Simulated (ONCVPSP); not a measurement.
# Logarithmic derivatives: Ge, ONCV

Ge (Z = 32), optimised norm-conserving Vanderbilt (ONCV), made with ONCVPSP 4.0.1 (LDA (Perdew-Zunger), scalar-relativistic). Core [Ar] 3d10, reference 4s2 4p2. Waves: 4s: rc 1.90 bohr, ncon 4, nbas 8, qcut 3.1 1/bohr, 2 projectors, debl 3.5 Ha; 4p: rc 2.00 bohr, ncon 4, nbas 8, qcut 3.3 1/bohr, 2 projectors, debl 2.6 Ha; d scattering state at 0.3 Ha: rc 1.80 bohr, ncon 4, nbas 9, qcut 5.3 1/bohr, 1 projector. Local part: polynomial inside 1.75 bohr (lpopt 5, dvloc0 3 Ha). Core correction: Teter function, fcfact 5, rcfact 1.1.

The phase is arctan(r·R′/R) of the radial function R(r), unwrapped; energies in Ha, scanned from -2 to 5 Ha. A pole is an energy at which the radial function vanishes at the test radius. The pseudo phase is shifted by a multiple of π to meet the all-electron one at the reference energy, and phase errors are pseudo minus all-electron; the curves can meet again beyond the range given. Levels narrower than the energy grid can be missing from the lists of poles.

| channel | radius (bohr) | reference energy (Ha) | poles, all-electron | poles, pseudo | unbroken range about the reference energy with phases within 0.05 rad | phase error 1 Ha above the reference energy (rad) |
| --- | --- | --- | --- | --- | --- | --- |
| s | 1.93 | -0.44 | 1.22 | 1.22 | below 4.2 | -0.000 |
| p | 2.03 | -0.15 | 1.67 | 1.67 | below 3.9 | -0.000 |
| d | 1.83 | 0.30 | -1.00, 3.83 | 4.81 | -0.4 to 0.8 | -0.080 |

Note: ghosts flagged at negative energy: d at -2212.8 eV; GHOST(+) flagged for s at 197.5 eV. A true bound ghost makes a file unfit for plane-wave use.

Phases in the p channel:

| E (Ha) | all-electron | pseudo |
| --- | --- | --- |
| -1.98 | 1.179 | 1.176 |
| -1.80 | 1.144 | 1.142 |
| -1.62 | 1.101 | 1.099 |
| -1.44 | 1.045 | 1.043 |
| -1.26 | 0.971 | 0.969 |
| -1.08 | 0.869 | 0.867 |
| -0.90 | 0.721 | 0.720 |
| -0.72 | 0.501 | 0.500 |
| -0.54 | 0.180 | 0.179 |
| -0.36 | -0.222 | -0.223 |
| -0.18 | -0.603 | -0.603 |
| 0.00 | -0.886 | -0.886 |
| 0.18 | -1.076 | -1.077 |
| 0.36 | -1.206 | -1.207 |
| 0.54 | -1.299 | -1.299 |
| 0.72 | -1.368 | -1.368 |
| 0.90 | -1.422 | -1.422 |
| 1.08 | -1.466 | -1.466 |
| 1.26 | -1.502 | -1.503 |
| 1.44 | -1.534 | -1.535 |
| 1.62 | -1.563 | -1.563 |
| 1.80 | -1.590 | -1.590 |
| 1.98 | -1.616 | -1.616 |
| 2.16 | -1.641 | -1.641 |
| 2.34 | -1.667 | -1.667 |
| 2.52 | -1.695 | -1.695 |
| 2.70 | -1.726 | -1.726 |
| 2.88 | -1.760 | -1.760 |
| 3.06 | -1.801 | -1.802 |
| 3.24 | -1.853 | -1.854 |
| 3.42 | -1.919 | -1.924 |
| 3.60 | -2.013 | -2.023 |
| 3.78 | -2.152 | -2.175 |
| 3.96 | -2.378 | -2.430 |
| 4.14 | -2.752 | -2.864 |
| 4.32 | -3.269 | -3.425 |
| 4.50 | -3.730 | -3.863 |
| 4.68 | -4.024 | -4.121 |
| 4.86 | -4.200 | -4.274 |
